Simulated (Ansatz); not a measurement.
Born–Oppenheimer molecular dynamics of CH$_{4}$BrClZn (8 atoms, charge 0, multiplicity 1). It starts at the highest image of a converged band, a first-order saddle point between two minima.

The calculation used RKS PBE0-D4/def2-SVP in Ansatz.

| Item | Value |
| --- | --- |
| ensemble | NVE (velocity Verlet) |
| time step | 0.5 fs |
| steps asked | 200 |
| starting velocities drawn for | 100 K |
| seed | 6599 |

First frame:

```xyz
8
Properties=species:S:1:pos:R:3
Zn -0.787 0.085 -0.861
Br -0.346 -2.451 -0.291
Cl -2.123 0.783 -2.345
H 0.220 -1.034 0.284
C 0.573 0.507 0.604
H -0.004 1.185 1.254
H 1.343 1.082 0.064
H 1.125 -0.158 1.292
```

(1) How far do the bonds stretch over the last three quarters of this one trajectory? (Pairs bonded in most of those frames.)

Answers

(1) 
```tsv
bond	mean (Å)	spread (Å)	shortest	longest
Zn1–Br2	2.842	0.147	2.66	3.15
Zn1–Cl3	2.136	0.010	2.11	2.15
Zn1–C5	1.964	0.028	1.94	2.04
Br2–H4	1.443	0.034	1.40	1.54
C5–H6	1.103	0.004	1.09	1.11
C5–H7	1.103	0.005	1.09	1.11
C5–H8	1.104	0.006	1.09	1.12
```

Mean temperature of the second half: 428 K. The conserved energy stayed within 0.022 meV per atom of its start (net change 0.02 meV per atom), so the integration is sound. The system heated up, since it started high on the potential surface and ran downhill. A run of 0.1 ps of so small a system gives no equilibrium averages. The orbitals stay closed-shell, which can raise the energy where a bond breaks towards radicals; this wasn't checked here.

Time of the run: 23 min on 2 threads of Arm Neoverse N1, with other jobs on the host, peak memory 0.31 GiB.
